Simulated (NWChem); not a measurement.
System: BiHCl2; SMILES [Cl][BiH][Cl]

Here is an NWChem input.

```
start job
memory heap 200 mb stack 900 mb global 1100 mb
geometry units angstroms noautosym nocenter noautoz
  Bi    -0.407022     0.023941     0.000000
  H     -0.569807    -1.776061     0.000000
  Cl     1.168678     0.017887    -1.900166
  Cl     1.168678     0.017887     1.900166
end
basis spherical
  * library def2-svpd
end
ecp
  Bi library def2-ecp
end
dft
  xc xcamb88 1.00 lyp 0.81 vwn_5 0.19 hfexch 1.00
  cam 0.33 cam_alpha 0.19 cam_beta 0.46
  iterations 150
end
property
  response 1 0.0
end
task dft property
```

All runs use the structure optimised with PBE0/def2-SVP. Not confirmed as a minimum by frequencies. def2 effective core potentials on Bi; no spin-orbit coupling.

Static field.

Task: Give the results of this calculation. (CAM-B3LYP/def2-SVPD with def2 effective core potentials on Bi.) Quantities: isotropic polarisability (bohr³); anisotropy (bohr³).

Result: isotropic polarisability (bohr³): 75.8
anisotropy (bohr³): 25.1
